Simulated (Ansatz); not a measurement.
Process, species as SMILES: N#P (N-P) → N atom + P atom
B3LYP-D3(BJ)/def2-TZVP geometries, fixed; electronic energies without zero-point terms.

Basis-set convergence of the atomisation energy at r2SCAN with Ansatz (an electronic-structure program). All functions are spherical. The program fits the integrals of some runs and decomposes those of others, by size. Open shells are unrestricted. No added dispersion term, no relativity. Functions are those of the species that has most. Reference: the value in aug-cc-pV(5+d)Z, 139.46 kcal/mol, itself unsure by roughly 0.08 kcal/mol (its mean distance from pcseg-4, aug-pcseg-3, aug-cc-pV(Q+d)Z). Deviations are taken from unrounded values.

```json
[
 {"basis": "6-31G", "functions": "22", "atomisation energy (kcal/mol)": "95.05", "minus reference (kcal/mol)": "-44.41"},
 {"basis": "def2-SVP", "functions": "32", "atomisation energy (kcal/mol)": "132.17", "minus reference (kcal/mol)": "-7.29"},
 {"basis": "aug-cc-pV(D+d)Z", "functions": "55", "atomisation energy (kcal/mol)": "133.61", "minus reference (kcal/mol)": "-5.85"},
 {"basis": "def2-TZVP", "functions": "68", "atomisation energy (kcal/mol)": "137.90", "minus reference (kcal/mol)": "-1.56"},
 {"basis": "cc-pV(T+d)Z", "functions": "69", "atomisation energy (kcal/mol)": "138.24", "minus reference (kcal/mol)": "-1.22"},
 {"basis": "def2-TZVPPD", "functions": "85", "atomisation energy (kcal/mol)": "138.33", "minus reference (kcal/mol)": "-1.13"},
 {"basis": "aug-pcseg-2", "functions": "96", "atomisation energy (kcal/mol)": "138.60", "minus reference (kcal/mol)": "-0.86"},
 {"basis": "pcseg-3", "functions": "124", "atomisation energy (kcal/mol)": "139.29", "minus reference (kcal/mol)": "-0.17"},
 {"basis": "pcseg-4", "functions": "206", "atomisation energy (kcal/mol)": "139.46", "minus reference (kcal/mol)": "0.00"}
]
```

The smallest set listed that lies within 2 kcal/mol of the reference with all its larger relatives (same family, alike in diffuse functions; a set with none counts only in the reference's own line) is def2-TZVP (68 functions, -1.56 kcal/mol off). (Relatives not listed, tested too: def2-TZVPP -1.51, cc-pV(Q+d)Z -0.33, def2-QZVP -0.54, def2-QZVPP -0.54, def2-QZVPPD -0.46, aug-pcseg-3 -0.02, cc-pV(5+d)Z -0.03 kcal/mol.)
